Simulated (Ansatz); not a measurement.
Ansatz results at the PBE0-D4/def2-TZVP geometry: HOMO energy (PBE/def2-TZVPP) -6.44 eV; HOMO energy (B3LYP/def2-TZVPP) -7.57 eV; HOMO–LUMO gap (PBE/def2-TZVPP) 5.25 eV.

Each molecule was computed in one conformer, which needn't be the lowest.

**Question.** Which molecule gave them?
A. `OC[BH][AlH][SH]`
B. `OB1N=CO1`
C. `CO[SiH2]O[SiH3]`
D. `OCO[SiH2][SiH3]`

**Answer.** D. The others give `OB1N=CO1`: -6.71, -8.01, 4.46; `CO[SiH2]O[SiH3]`: -6.94, -8.25, 6.18; `OC[BH][AlH][SH]`: -5.92, -6.88, 3.67.

B3LYP here is the variant with VWN-RPA as its local correlation; programs differ in this.
